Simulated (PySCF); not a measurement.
**Correlation energy of Be (beryllium, neutral)**

[He] 2s1 2p1, high-spin 3P determinant (an excited configuration). Calculation: PySCF 2.14, in dyall-av2z (11s7p2d, 42 functions); no relativity, point nucleus. Frozen: 1s2; 2 electrons correlated; the 5 highest virtual orbitals of each spin left out.

Total MP2 correlation energy: -2.53 mhartree.

Same-spin part -2.53 and opposite-spin part 0.00 mhartree; SCS-MP2 scales them by 1/3 and 6/5 to -0.84 mhartree.
